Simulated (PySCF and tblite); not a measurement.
The numbers below are computed, except where a source is named.
C₅H₇ClO₂, numbered as in [O:1]=[C:2]1[CH2:3][CH2:4][C@H:5]([Cl:6])[CH2:7][O:8]1.

First level. Conformers came from 60 starts (ETKDG, MMFF94s, GFN2-xTB); geometries are GFN2-xTB. Weights use PBE0-D3(BJ)/def2-SVP (IEF-PCM, dichloromethane) energies plus GFN2-xTB zero-point and thermal terms (modes under about 100 cm⁻¹ blended into free rotors). Symmetry numbers and mirror images are counted. Conformers within 2.5 kcal/mol (GFN2-xTB free energy) were kept, 5 at most. GIAO shieldings: wB97X-D/pcSseg-1 (IEF-PCM, dichloromethane). Shifts are against TMS (¹H), TMS (¹³C) at the same level; of two unlike H on one atom, a is the less shielded. (PySCF 2.14, tblite 0.8.)

It gives, at 298.15 K, with 4 conformers (largest weight 84 %): ¹H: 4.85 (H7a, 1H), 4.73 (H7b, 1H), 4.49 (H5, 1H), 3.15 (H3a, 1H), 2.64 (H3b, 1H), 2.31 (H4a, 1H), 2.18 (H4b, 1H) ppm. ¹³C: 177.2 (C2), 78.2 (C7), 61.1 (C5), 32.4 (C4), 31.2 (C3) ppm.

Second level: GFN2-xTB geometries, energies OLYP-D3(BJ)/def2-SVP (IEF-PCM, acetonitrile), shieldings wB97X-D/pcSseg-1 (IEF-PCM, acetonitrile), on up to 5 of the same conformers.

(1) How do the averaged shifts change?

Shifts are unscaled: against experiment ¹³C can be off by 15 ppm or more and ¹H by 0.8 ppm.

Results:

(1) 
```csv
signal,first,second,change (ppm)
H3a,3.15,3.16,0.00
H3b,2.64,2.66,0.02
H4a,2.31,2.38,0.07
H4b,2.18,2.20,0.02
H5,4.49,4.57,0.08
H7a,4.85,4.91,0.06
H7b,4.73,4.75,0.02
C2,177.2,178.2,1.1
C3,31.2,31.4,0.2
C4,32.4,32.4,0.0
C5,61.1,61.6,0.5
C7,78.2,78.6,0.4
```

The largest weight becomes 85 %.


Conformer gaps in def2-SVP on xTB geometries can be 2 kcal/mol too large for S=O, P=O and other polar bonds.